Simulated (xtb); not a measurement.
CH₄Cd, SMILES [CH3][CdH]. All values are semi-empirical tight-binding results from xtb (GFN2-xTB unless named), good for trends rather than for accurate numbers. The structure is a stationary point at GFN2-xTB.

A frequency run showed that this geometry is not a minimum.

For metal compounds this method's bond lengths and energies can be far off.

Computed properties:
```yaml
orbital_gap: 5.32 eV
```
